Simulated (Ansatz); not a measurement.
Born–Oppenheimer molecular dynamics of ClGeH3O2 (7 atoms, charge 0, multiplicity 1). It starts at the highest image of a converged band, a first-order saddle point between two minima.

Computed with Ansatz 0.2.0, RKS PBE-D4/def2-SVP.

```json
{
  "ensemble": "NVE (velocity Verlet)",
  "time step": "0.5 fs",
  "steps asked": "200",
  "starting velocities drawn for": "100 K",
  "seed": "8549"
}
```

First frame:

```xyz
7
Properties=species:S:1:pos:R:3
Ge -0.292 -0.021 0.539
H 0.926 -0.089 1.601
O 1.679 0.055 0.289
H 2.028 -0.829 0.038
O -0.947 1.406 -0.321
H -1.163 1.171 -1.246
Cl -0.857 -1.798 -0.646
```

Task: What does the run give?

Result: All steps were run.

```json
{
  "steps done": "200",
  "time covered": "100 fs",
  "mean temperature over the second half": "1536 K",
  "spread of the potential energy over the second half": "78.8 meV per atom",
  "mean potential energy of the second half above the start": "-132.6 meV per atom"
}
```

The conserved energy stayed within 0.21 meV per atom of its start (net change 0.0036 meV per atom), so the integration is sound. The kinetic energy rose, since the run started high on the potential surface and went downhill. A run of 0.1 ps of so small a system gives no equilibrium averages. The orbitals stay closed-shell, which can raise the energy where a bond breaks towards radicals; this wasn't checked here.

Task: What happens to the structure?

Result: Between its relaxed ends the band would form H2–O3 and break Ge1–H2, Ge1–O3. These pairs go: H2–O3 1.52 → 3.26 Å, Ge1–H2 1.62 → 1.62 Å, Ge1–O3 1.99 → 1.72 Å. In the last frame they stand as before the step (other bonds may differ from the relaxed reactants and products). It ends as one piece, ClGeH3O2. Pairs count as bonded within 1.25 times the sum of covalent radii (0.12 Å more for H–H). This is one draw of velocities; another would differ in detail.

Task: How do temperature and energy run in time?

Result: 
```csv
time (fs),T (K),potential energy less start (eV),conserved less start (meV/atom)
0,100,0.000,0.00
3,82,0.012,0.03
6,75,0.017,0.04
9,115,-0.009,0.02
12,235,-0.087,0.07
15,605,-0.326,0.09
18,1365,-0.817,0.01
21,2249,-1.390,-0.13
24,2633,-1.638,-0.16
27,2451,-1.520,-0.13
30,1991,-1.223,-0.07
33,1410,-0.847,-0.08
36,644,-0.352,-0.05
39,142,-0.026,0.18
42,683,-0.377,-0.04
45,1409,-0.846,-0.08
48,2025,-1.245,-0.05
51,2569,-1.597,-0.10
54,2831,-1.767,-0.18
57,2453,-1.521,-0.09
60,1622,-0.983,0.00
63,867,-0.496,0.03
66,437,-0.218,0.07
69,379,-0.180,0.06
72,754,-0.422,0.07
75,1560,-0.944,-0.04
78,2198,-1.357,-0.13
81,2401,-1.488,-0.10
84,2399,-1.486,-0.06
87,2236,-1.382,-0.13
90,1645,-1.000,-0.11
93,759,-0.425,0.10
96,381,-0.181,0.07
99,626,-0.340,0.03
```

The run took 3.2 min on 2 threads of AMD EPYC 7R43 64-Core Processor (Zen 3), with other jobs on the host, peak memory 0.15 GiB.
